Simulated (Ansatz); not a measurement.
Reactions of `CC(C)=[Se]`.

Program: Ansatz. Geometries: PBE0-D4/def2-TZVP. ΔE: electronic, gas phase. CBS: MP2 limit from def2 TZ/QZ plus the TZ coupled-cluster correction, frozen cores. DFT in def2-TZVPP. B3LYP here is the variant with VWN-RPA as its local correlation; programs differ in this. Elements past krypton have def2 core potentials. For Ge, Se, Y outer-core shells are correlated without core-valence functions, which leaves a few kJ/mol of doubt a bond. Scalar relativity is left out up to krypton. One conformer a species, not always the lowest.

| reaction | ωB97M-V (kJ/mol) | PBE0-D4 (kJ/mol) | B3LYP-D4 (kJ/mol) | r2SCAN-D4 (kJ/mol) | CCSD(T)/CBS(def2) (kJ/mol) |
| --- | --- | --- | --- | --- | --- |
| `CC(C)=[Se]` + `[CH3][Y]([OH])[F]` → `C[O][Y]([CH3])[F]` + `CC=[Se]` | 75 | 75 | 69 | 75 | 77 |
| `CC(C)=[Se]` + `BO[SiH2]S` → `BO[SiH2]SC` + `CC=[Se]` | 34 | 34 | 32 | 36 | 34 |
| `CC(C)=[Se]` + `C[NH][GeH]([OH])[Cl]` → `C[NH][GeH]([Cl])[O]C` + `CC=[Se]` | 77 | 79 | 72 | 80 | 79 |
| `CC(C)=[Se]` + `[OH][AlH][SH]` → `C[S][AlH][OH]` + `CC=[Se]` | 42 | 41 | 40 | 43 | 41 |

Largest T1 diagnostic: 0.016, for `CC(C)=[Se]`.
